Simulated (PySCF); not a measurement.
# A PySCF run on BeF

State: ²Σ⁺ (doublet), unpaired electrons σ ↑.

An equivalent input (the run itself took its basis sets from the Basis Set Exchange, started from a PBE0 density and held the occupation σ 5α 4β, πx 1α 1β, πy 1α 1β):

```python
from pyscf import gto, scf, cc
mol = gto.M(atom='Be 0 0 0; F 0 0 1.398', basis={'Be': 'aug-cc-pVDZ', 'F': 'aug-cc-pVDZ'},
            charge=0, spin=1, verbose=4, symmetry='C2v')
mf = scf.UHF(mol)
mf.irrep_nelec = {'A1': (5, 4), 'B1': (1, 1), 'B2': (1, 1)}
mf.conv_tol = 1e-9
mf.max_cycle = 60
mf.diis_space = 10
mf.kernel()
mycc = cc.CCSD(mf, frozen=[[0], [0]])
mycc.run(conv_tol=1e-7, conv_tol_normt=1e-5, max_cycle=80, diis_space=8)
et = mycc.ccsd_t()
```

The SCF ended at -114.12686769 hartree. The coupled-cluster part of the log:

```
******** <class 'pyscf.cc.uccsd.UCCSD'> ********
CC2 = 0
CCSD nocc = (6, 5), nmo = (45, 45)
frozen orbitals [[0], [0]]
max_cycle = 80
direct = 0
conv_tol = 1e-07
conv_tol_normt = 1e-05
diis_space = 8
diis_start_cycle = 0
diis_start_energy_diff = 1e+09
Init t2, MP2 energy = -0.232000664025755
Init E_corr(UCCSD) = -0.232000664032653
cycle = 1  E_corr(UCCSD) = -0.227028265856014  dE = 0.00497239818  norm(t1,t2) = 0.0698563
cycle = 2  E_corr(UCCSD) = -0.233069838033919  dE = -0.00604157218  norm(t1,t2) = 0.0210115
cycle = 3  E_corr(UCCSD) = -0.232738506432996  dE = 0.000331331601  norm(t1,t2) = 0.0142969
cycle = 4  E_corr(UCCSD) = -0.233607792810592  dE = -0.000869286378  norm(t1,t2) = 0.00594947
cycle = 5  E_corr(UCCSD) = -0.233611315610682  dE = -3.52280009e-06  norm(t1,t2) = 0.00112115
cycle = 6  E_corr(UCCSD) = -0.233558169700151  dE = 5.31459105e-05  norm(t1,t2) = 0.000437822
cycle = 7  E_corr(UCCSD) = -0.233558195914311  dE = -2.62141603e-08  norm(t1,t2) = 9.66529e-05
cycle = 8  E_corr(UCCSD) = -0.233560910632977  dE = -2.71471867e-06  norm(t1,t2) = 4.07986e-05
cycle = 9  E_corr(UCCSD) = -0.233561308462243  dE = -3.97829266e-07  norm(t1,t2) = 1.4751e-05
cycle = 10  E_corr(UCCSD) = -0.233561151261586  dE = 1.57200656e-07  norm(t1,t2) = 5.81643e-06
cycle = 11  E_corr(UCCSD) = -0.23356107979622  dE = 7.14653666e-08  norm(t1,t2) = 2.33241e-06
UCCSD converged
E(UCCSD) = -114.3604287704757  E_corr = -0.2335610797962196
UCCSD(T) correction = -0.00550330128521336
```

T1 diagnostic 0.016, D1 0.034, 11 electrons correlated.

Repeating this along the bond gives Re = 1.409 Å and ωe = 1181 cm⁻¹.

A point of this curve took 3.2 CPU seconds beside 0.033 for the integrals, on Arm Neoverse V2 (shared host).

Correlated steps freeze 1 core orbital. The state was picked by a PBE0 search and need not be the measured ground state.
